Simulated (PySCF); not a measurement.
An unknown is described by computed data only.

Elements present: B, C, F, H and O. Monoisotopic mass: 106.0402 u.

| Property | Result |
| --- | --- |
| 1H NMR | chemical shifts (computed TMS as zero) by class: 9.54 (1 H), 3.07 (2 H), 0.55 (2 H) ppm [GIAO KT2/pcSseg-2] |
| UV, strongest line | among the 10 lowest singlet transitions: S10 at 9.47 eV (131 nm, f = 0.070) [TDDFT wB97X-D/def2-SVPD] |
| Rotational structure | rotational constants A, B, C: 4.121, 2.277, 2.112 GHz [PBE0-D3(BJ)/def2-SVP] |
| Polarisability | 50.9 au [wB97X-D/def2-SVPD] |
| UV, first state | lowest singlet excitation: 5.03 eV (246 nm, f = 0.000) [TDDFT wB97X-D/def2-SVPD] |
| 13C NMR | chemical shifts (computed TMS as zero) by class: 212.1 (1 C), 47.7 (1 C), 5.7 (1 C) ppm [GIAO KT2/pcSseg-2] |

Gas-phase values; electronic properties from PySCF, density fitting. Levels stand in brackets. The structure is a single PBE0-D3(BJ)/def2-SVP conformer in the gas phase; no vibrational or solvent corrections. NMR values are class means; diastereotopic atoms form classes of their own.

Question: Which formula fits the mass and the elements?

Answer: C3H5BF2O (calculated 106.0402). No other formula that holds each of these elements comes within 0.0003 u with a fitting electron parity and a possible valence count.

Question: Give a SMILES that accounts for the data.

Answer: Numbering: `[O:1]=[CH:2][CH2:3][CH2:4][B:5]([F:6])[F:7]`. 3 carbons fall into 3 classes; from least to most shielded: aldehyde carbon [C2] (212.1 ppm), sp3 carbon next to a carbonyl [C3] (47.7 ppm), sp3 carbon bound to boron [C4] (5.7 ppm). Hydrogen classes from least to most shielded: 1 H on an aldehyde carbon, C2 (9.54 ppm), 2 H on an sp3 carbon next to a carbonyl, C3 (3.07 ppm), 2 H on an sp3 carbon bound to boron, C4 (0.55 ppm). The optimised geometry has point group C1 and is an asymmetric top. Structure: `O=CCCB(F)F`. Computed isomers that give other values at the same levels: `C=C(OC)B(F)F` (rotational constant A: 4.818 GHz; this holds for the one conformer computed). The assignments are read from this structure; whether some other isomer fits the data as well wasn't checked.

The values belong to the conformer `[O:1]=[CH:2][CH2:3][CH2:4][B:5]([F:6])[F:7]`: O1–C2–C3–C4 -12°, C2–C3–C4–B5 23°, C3–C4–B5–F6 -130°.
